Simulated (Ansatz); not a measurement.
Single points on La(NH2)3 (LaN3H6).

```yaml
crystal:
  periodic: [false, false, false]
  atoms:
    - {symbol: La, position_ang: [-0.042005, 0.022792, -0.422948]}
    - {symbol: N, position_ang: [2.270479, 0.035383, -0.280795]}
    - {symbol: H, position_ang: [2.895101, -0.774663, -0.242178]}
    - {symbol: H, position_ang: [2.882345, 0.845976, -0.152841]}
    - {symbol: N, position_ang: [-1.160030, 1.962404, 0.172600]}
    - {symbol: H, position_ang: [-2.147890, 2.058319, 0.423196]}
    - {symbol: H, position_ang: [-0.758108, 2.890645, 0.329918]}
    - {symbol: N, position_ang: [-1.124126, -1.989491, -0.040655]}
    - {symbol: H, position_ang: [-0.705882, -2.922095, 0.016401]}
    - {symbol: H, position_ang: [-2.109884, -2.129290, 0.197301]}
basis:
  gaussian: {orbitals: def2-TZVP, initial_orbitals: start.molden}
magnetization: {spin_polarized: true, initial_magnetization: 2}
hamiltonian: {xc: r2scan, dispersion: d4}
scf: {omitted_lower_state_checks: [starts]}
output: {orbitals: {seedname: orbitals}}
```

The file start.molden holds the orbitals of an earlier run on this structure, at another level or in another basis.

```sh
$ ansatz run in.yaml --threads 4 --pin off --events-out ev --progress --plain --max-ram 3916MiB
```

It prints (some lines left out):

```
Functional definition: r2SCAN
1047 factors; their error is unknown
mean field evaluation 1: about -5426.2892 eV, gradient 3.0e0 eV
mean field evaluation 2: about -5426.3305 eV, gradient 5.8e-2 eV
mean field evaluation 4: about -5426.3145 eV, gradient 9.9e-4 eV
mean field -5426.31453879 eV, -199.4133812123 hartree, gradient 4.6e-5 eV, S^2 2.009332; 0 other end points of the search recorded, 0 dependent functions left out
reference -5426.31459972 eV, -199.4133834515 hartree; 20, 18 occupied and 149, 151 virtual orbitals, 1047 factors
Total energy: -5426.35422798 eV, -199.4148397632 hartree
Checks for a lower state left out: starts
```

It took 7 s on 4 threads of Arm Neoverse V1 on a shared host.

As the first input, with `hamiltonian: {xc: pbe, dispersion: d4}` (abridged; 3 s):

```
Functional definition: PBE
mean field -5423.67007269 eV, -199.3161988757 hartree, gradient 5.7e-5 eV, S^2 2.003757
Total energy: -5423.82635265 eV, -199.3219420584 hartree
Checks for a lower state left out: starts
```

The first input with `gaussian: {orbitals: def2-TZVP}`, `hamiltonian: {xc: pbe0, dispersion: d4}` (abridged; 4.1 s):

```
Functional definition: PBE0
mean field evaluation 16: about -5422.6803 eV, gradient 2.0e-2 eV
mean field -5422.68030758 eV, -199.2798256790 hartree, gradient 4.4e-5 eV, S^2 2.017097
Total energy: -5422.81506805 eV, -199.2847780347 hartree
Checks for a lower state left out: starts
```

Geometry: r2SCAN-D4/def2-SVP, that of the neutral singlet.

In the def2 sets La takes a core potential; there is no spin–orbit coupling. At PBE0-D4/def2-TZVP a singlet of charge 0 lies 3.46 eV below the triplet at the same geometry.
